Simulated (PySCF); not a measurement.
C3H6Cl (SMILES C[CH]CCl), doublet, at a GFN2-xTB geometry; DF-PBE/STO-3G in PySCF.

The PySCF input:
```python
from pyscf import gto, scf, dft

mol = gto.Mole()
mol.atom = '''
    C     0.835192   -0.011737   -0.937763
    C     2.084743   -0.177637   -0.169537
    C    -0.254507    0.777394   -0.466430
    H     0.677043   -0.663505   -1.782533
    H     2.085227   -1.137528    0.358041
    Cl   -1.350148   -0.283367    0.715905
    H     2.948546   -0.189084   -0.835151
    H     2.203159    0.612184    0.568440
    H     0.023736    1.600461    0.184586
    H    -0.977760    1.066592   -1.221389
'''
mol.basis = 'sto-3g'
mol.charge = 0
mol.spin = 1
mol.verbose = 4
mol.build()

mf = dft.UKS(mol)
mf.xc = 'pbe'
mf = mf.density_fit(auxbasis='def2-universal-jkfit')
mf.kernel()
```

### Question
What does PySCF print? Leave out banner, timings and long lists.

### Answer

```
PySCF version 2.14.0

[INPUT] verbose = 4
[INPUT] num. atoms = 10
[INPUT] num. electrons = 41
[INPUT] charge = 0
[INPUT] spin (= nelec alpha-beta = 2S) = 1
[INPUT] symmetry False subgroup None
[INPUT] Mole.unit = angstrom
[INPUT] Symbol           X                Y                Z      unit          X                Y                Z       unit  Magmom
[INPUT]  1 C      0.835192000000  -0.011737000000  -0.937763000000 AA    1.578284141428  -0.022179715524  -1.772115239751 Bohr   0.0
[INPUT]  2 C      2.084743000000  -0.177637000000  -0.169537000000 AA    3.939593310104  -0.335685279589  -0.320378497980 Bohr   0.0
[INPUT]  3 C     -0.254507000000   0.777394000000  -0.466430000000 AA   -0.480948526785   1.469061750880  -0.881424956281 Bohr   0.0
[INPUT]  4 H      0.677043000000  -0.663505000000  -1.782533000000 AA    1.279425844554  -1.253842732280  -3.368499177999 Bohr   0.0
[INPUT]  5 H      2.085227000000  -1.137528000000   0.358041000000 AA    3.940507937548  -2.149616379024   0.676599431365 Bohr   0.0
[INPUT]  6 Cl    -1.350148000000  -0.283367000000   0.715905000000 AA   -2.551409947629  -0.535486022740   1.352864381207 Bohr   0.0
[INPUT]  7 H      2.948546000000  -0.189084000000  -0.835151000000 AA    5.571944405682  -0.357316974537  -1.578206662657 Bohr   0.0
[INPUT]  8 H      2.203159000000   0.612184000000   0.568440000000 AA    4.163367118871   1.156860097841   1.074195918248 Bohr   0.0
[INPUT]  9 H      0.023736000000   1.600461000000   0.184586000000 AA    0.044854539293   3.024432963048   0.348816986429 Bohr   0.0
[INPUT] 10 H     -0.977760000000   1.066592000000  -1.221389000000 AA   -1.847698615555   2.015566766652  -2.308090701556 Bohr   0.0

nuclear repulsion = 150.00099882327
number of shells = 20
number of NR pGTOs = 90
number of NR cGTOs = 30
basis = sto-3g
ecp = {}

******** <class 'pyscf.df.df_jk.DFUKS'> ********
method = DFUKS
initial guess = minao
damping factor = 0
level_shift factor = 0
DIIS = <class 'pyscf.scf.diis.CDIIS'>
diis_start_cycle = 1
diis_space = 8
diis_damp = 0
SCF conv_tol = 1e-09
SCF conv_tol_grad = None
SCF max_cycles = 50
direct_scf = False
number electrons alpha = 21  beta = 20
XC library pyscf.dft.libxc version 7.1.2
    S. Lehtola, C. Steigemann, M. J. T. Oliveira, and M. A. L. Marques,  SoftwareX 7, 1–5 (2018)
XC functionals = pbe
    J. P. Perdew, K. Burke, and M. Ernzerhof,  Phys. Rev. Lett. 77, 3865 (1996)
    J. P. Perdew, K. Burke, and M. Ernzerhof,  Phys. Rev. Lett. 78, 1396 (1997)
    J. P. Perdew, K. Burke, and M. Ernzerhof,  Phys. Rev. Lett. 77, 3865 (1996)
    J. P. Perdew, K. Burke, and M. Ernzerhof,  Phys. Rev. Lett. 78, 1396 (1997)
radial grids:
    Treutler-Ahlrichs [JCP 102, 346 (1995); DOI:10.1063/1.469408] (M4) radial grids

becke partition: Becke, JCP 88, 2547 (1988); DOI:10.1063/1.454033
pruning grids: <function nwchem_prune>
grids dens level: 3
symmetrized grids: False
atomic radii adjust function: <function treutler_atomic_radii_adjust>
small_rho_cutoff = 0
Set gradient conv threshold to 3.16228e-05
tot grids = 120088
init E= -571.102176920284

cycle= 1 E= -571.237216211438  delta_E= -0.135  |g|= 0.157  |ddm|= 2.71
cycle= 2 E= -571.193837256256  delta_E= 0.0434  |g|= 0.274  |ddm|= 1.04
cycle= 3 E= -571.270640856498  delta_E= -0.0768  |g|= 0.0446  |ddm|= 0.638
cycle= 4 E= -571.271973013813  delta_E= -0.00133  |g|= 0.0122  |ddm|= 0.0831
cycle= 5 E= -571.272092927963  delta_E= -0.00012  |g|= 0.0048  |ddm|= 0.0312
cycle= 6 E= -571.272115134956  delta_E= -2.22e-05  |g|= 0.00145  |ddm|= 0.0135
cycle= 7 E= -571.272116466259  delta_E= -1.33e-06  |g|= 0.000783  |ddm|= 0.00339
cycle= 8 E= -571.272116866276  delta_E= -4e-07  |g|= 7.15e-05  |ddm|= 0.00114
cycle= 9 E= -571.272116872326  delta_E= -6.05e-09  |g|= 1.74e-05  |ddm|= 0.000208
cycle= 10 E= -571.272116872699  delta_E= -3.73e-10  |g|= 3.14e-06  |ddm|= 5e-05
Extra cycle  E= -571.272116872705  delta_E= -6.71e-12  |g|= 2.48e-06  |ddm|= 9.72e-06
converged SCF energy = -571.272116872705  <S^2> = 0.75411725  2S+1 = 2.004113
```
